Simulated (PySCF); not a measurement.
## Substituent chemical shifts

Parent skeleton `[CH3:1][C:2]([CH3:3])([CH:4]=[O:5])[SiH2:6][SiH3:7]`; one hydrogen on atom 7 is replaced by X. Hydrogens on one atom are averaged.

Calculated, not measured (PySCF 2.14.0 with density-fitted response routines): NMR shieldings at PBE0/pcSseg-1/GIAO, coordinates at the GFN2-xTB level. Fast rotation and ring inversion assumed for equivalent nuclei, one computed conformer, no solvent model, relativity neglected.

Shifts are taken against calculated references (same method and geometry level): $^{13}$C (σ = 186.93 ppm), $^{29}$Si (σ = 349.16 ppm), $^{1}$H (σ = 31.72 ppm) vs TMS; $^{17}$O (σ = 336.08 ppm) vs H2O.

Parent (X = H): C1/C3 24.8, C2 40.4, C4 221.1, O5 668.6, Si6 -33.0, Si7 -120.1, H(C1)/H(C3) 1.47, H(C4) 10.17, H(Si6) 3.90 ppm. Effects are Δδ = δ(X) − δ(H), positive for deshielding.

Problem. Give Δδ (ppm) for X = N=CH2, SCH3, vinyl, NHCH3, SH, COOH, NHSiH3, Cl, C2H5.

Solution. 
```csv
X,SMILES,C1/C3,C2,C4,O5,Si6,Si7,H(C1)/H(C3),H(C4),H(Si6)
N=CH2,C=N[SiH2][SiH2]C(C)(C)C=O,-2.3,+2.4,-6.9,-14.8,-24.6,+60.3,-0.03,-0.25,-0.17
SCH3,CS[SiH2][SiH2]C(C)(C)C=O,+0.0,-1.7,-1.3,+12.4,-18.7,+70.4,-0.12,-0.18,-0.15
vinyl,C=C[SiH2][SiH2]C(C)(C)C=O,-0.1,+0.8,+0.1,-4.4,-1.5,+49.9,+0.03,+0.03,+0.15
NHCH3,CN[SiH2][SiH2]C(C)(C)C=O,-1.7,+4.7,-5.0,-38.5,-28.2,+60.7,+0.06,-0.11,-0.16
SH,CC(C)(C=O)[SiH2][SiH2]S,+0.0,+0.9,+4.6,-17.2,+3.8,+44.6,-0.08,-0.09,+0.02
COOH,CC(C)(C=O)[SiH2][SiH2]C(=O)O,+0.1,+1.2,+2.2,-11.7,+4.0,+34.3,-0.02,-0.18,+0.16
NHSiH3,CC(C)(C=O)[SiH2][SiH2]N[SiH3],-1.8,+4.4,-3.9,-41.1,-28.5,+66.0,+0.08,-0.09,-0.22
Cl,CC(C)(C=O)[SiH2][SiH2]Cl,-0.4,+0.5,-2.1,+9.6,-2.1,+83.4,-0.04,+0.11,+0.01
C2H5,CC[SiH2][SiH2]C(C)(C)C=O,+0.0,+0.7,-0.1,-3.2,+0.0,+53.4,+0.00,-0.01,-0.03
```

Problem. Which position responds most, and to which substituents?

Solution. O5: from -41.1 ppm with NHSiH3 to +12.4 ppm with SCH3.

Unscaled 17O shifts of doubly bonded oxygen tend to come out too high, by tens of ppm or more. Experimental scales use liquid or dissolved standards, which lie at an offset from isolated H2O (liquid H2O: subtract about 36 ppm).
